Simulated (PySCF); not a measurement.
**F⁺: ionisation energy**

F⁺ [He] 2s2 2p4 (3P) → F²⁺ [He] 2s2 2p3 (4S), as a difference of total energies. Computed with PySCF 2.14 in jorge-DZP-DKH, with the spin-free X2C one-electron Hamiltonian (Gaussian nucleus). Correlated levels: valence: 1s2 frozen. The calculations carry no spin-orbit coupling.

Problem. Order these methods by the ionisation energy they give, lowest first.
A. MP2 (valence)
B. B3LYP
C. TPSS
D. CCSD(T) (valence)

Solution. A (34.200 eV), D (34.220 eV), C (35.651 eV), B (35.756 eV).

Errors of the correlated levels include the incompleteness of this basis and the frozen core.

For comparison: 34.950 eV (measured; NIST levels, between the centres of gravity of the two terms).
